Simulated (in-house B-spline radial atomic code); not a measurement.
## RPA and G0W0 on PBEsol: Ge III (Ge2+)

Configuration [Ar] 3d10 4s2, mean-field start PBEsol. Computed with a B-spline radial code for spherical atoms: all electrons, scalar-relativistic (spin-free one-electron X2C), finite nucleus, each spin shell either full or empty, empty states to l = 9 with an (l + 1/2)⁻⁴ tail; G0W0 by contour deformation at full frequency.

Command:
```bash
python run_gw.py task.json out
```
Settings (radii: box in bohr, nucleus in fm):
```
Z                        32
electrons                30
configuration            [Ar] 3d10 4s2
hamiltonian              x2c
method                   pbesol
lmax                     9
rms_radius               4.0742
spin_polarised           False
box_radius               17.55
intervals                70
ion_configuration        [Ar] 3d10 4s1
```

Run time, properties included: 9.3 s on 1 thread of Arm Neoverse N1, on a shared host.

Energies (hartree):

| term | value |
| --- | --- |
| mean-field total | -2096.07598 |
| Hartree-Fock functional on these orbitals | -2096.24864 |
| direct second order | -2.7704 |
| second-order exchange | 0.7996 |
| SOSEX correction | 0.71328 |

(1) What is the RPA correlation energy, and what remains with SOSEX?

Quasi-particle levels (eV):

```tsv
level	occupied	mean field	Σx - vxc	Σc	QP weight	G0W0
4s	yes	-29.272	-3.33	?	?	?
4p	no	-19.798	5.23	-1.48	0.941	-16.046
```

G0W0 = mean field + (Σx - vxc) + Σc, with Σc (partial-wave tail included) taken at the quasi-particle energy. Only the outer levels were computed. Levels of low weight are left out.

(2) Where does G0W0 put 4s?

(3) What does it cost to remove one electron (to [Ar] 3d10 4s1) by differences of total energies, each species on its own start (correlation terms add to the Hartree-Fock functional)?

Answers

(1) RPA gives -2.3091 hartree (-2.09 eV per electron); RPA + SOSEX gives -1.5958, and the second-order doubles -1.9708 hartree (no singles). SOSEX takes back 31 % of the RPA value.

(2) At -34.52 eV, with Σc = -1.91 eV and a quasi-particle weight of 0.940. The tabulated removal energy is 34.058 ± 0.0012 eV (NIST, measured); the calculation leaves out spin-orbit coupling, Breit and QED terms, and what these don't explain is the method's own error.

(3) PBEsol 34.32 eV, Hartree-Fock functional 32.07 eV, + RPA 34.50 eV, + RPA + SOSEX 33.93 eV, + second order 35.17 eV. Tabulated: 34.058 ± 0.0012 eV (NIST, measured); the calculation leaves out spin-orbit coupling, Breit and QED terms, and what these don't explain is the method's own error.
